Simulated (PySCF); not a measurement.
HO3S, SMILES [SH](=O)(=O)[O-], charge -1. Atoms are numbered in the order given.

```xyz
5

S      0.0000     0.0000     0.1749
O     -1.2573    -0.7259    -0.1815
O      0.0000     1.4518    -0.1815
O      1.2573    -0.7259    -0.1815
H      0.0000     0.0000     1.5584
```
Charge -1, spin multiplicity 1.

Geometry: B3LYP-D3(BJ)/def2-SVPD.

Two levels are set side by side: PBE/pcSseg-2 (PySCF) and KT2/pcSseg-2 (PySCF). GIAO shifts against H2O (¹⁷O), H2S (³³S), TMS (¹H) at the same level; non-relativistic, no solvent, atoms listed together averaged. Differences are taken from unrounded values.

```csv
quantity,KT2
δ(³³S) of S1 (ppm),532.4
"δ(¹⁷O) of O2, O3, O4 (ppm)",282.7
δ(¹H) of H5 (ppm),11.89
```

**Question.** What does PBE give, and how far is it from KT2? (An estimate is asked for; the answer gives what the named calculation found.)

**Answer.** 
```json
[
 {"quantity": "δ(³³S) of S1 (ppm)", "PBE": "553.3", "PBE minus KT2": "20.8"},
 {"quantity": "δ(¹⁷O) of O2, O3, O4 (ppm)", "PBE": "289.6", "PBE minus KT2": "6.9"},
 {"quantity": "δ(¹H) of H5 (ppm)", "PBE": "12.02", "PBE minus KT2": "0.14"}
]
```

Rough cost on one machine, each run with all the roots and properties that it gave: KT2 against PBE about 2 times.
